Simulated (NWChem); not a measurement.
System: CHClO3Si; SMILES O=C1O[SiH](Cl)O1

```xyz
7

O     -0.6460     2.6553     0.0000
C     -0.1877     1.5714     0.0000
O      0.1484     0.7890     1.0816
Si     0.6732    -0.4117     0.0000
Cl    -0.4264    -2.1081     0.0000
O      0.1484     0.7890    -1.0816
H      2.1108    -0.7158     0.0000
```
Atoms are numbered in this order, from 1.

Results from NWChem. All runs use the structure optimised with PBE0/def2-SVP. Isolated, static molecule.

GIAO at BHandHLYP/pcSseg-1: principal shieldings of Si4 are 314.2, 347.3, 440.7 ppm; an isolated tetramethylsilane molecule has σ = 358.3 ppm at the same levels.

Question: Find the isotropic 29Si shift, its principal values, the span and the skew.

Answer: 
1. σ(iso) = one third of the sum = 367.4 ppm.
2. δ = σ(reference) − σ = -9.1 ppm against tetramethylsilane.
3. δ11, δ22, δ33 = 44.1, 11.0, -82.4 ppm.
4. Span Ω = δ11 − δ33 = 126.5 ppm; skew κ = 3(δ22 − δ(iso))/Ω = 0.48.
